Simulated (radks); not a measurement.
Removal energies from the rhenium ion Re6+, [Xe] 4f14 5d1, by Delta-SCF beside the eigenvalue of the level emptied. All-electron calculation, non-relativistic Kohn-Sham, PBE, spin-polarised, spherical densities, point nucleus. Program: a radial shooting solver on a logarithmic mesh with Libxc functionals. Open shells are filled with parallel spins first.

| removed from | final configuration | Delta-SCF (eV) | -eigenvalue (eV) |
|---|---|---|---|
| 5d | [Xe] 4f14 | 83.420 | 76.021 |
| 5p | [Kr] 4d10 4f14 5s2 5p5 5d1 | 126.20 | 117.54 |
| 4f | [Xe] 4f13 5d1 | 144.33 | 129.76 |
| 5s | [Kr] 4d10 4f14 5s1 5p6 5d1 | 153.47 | 144.27 |
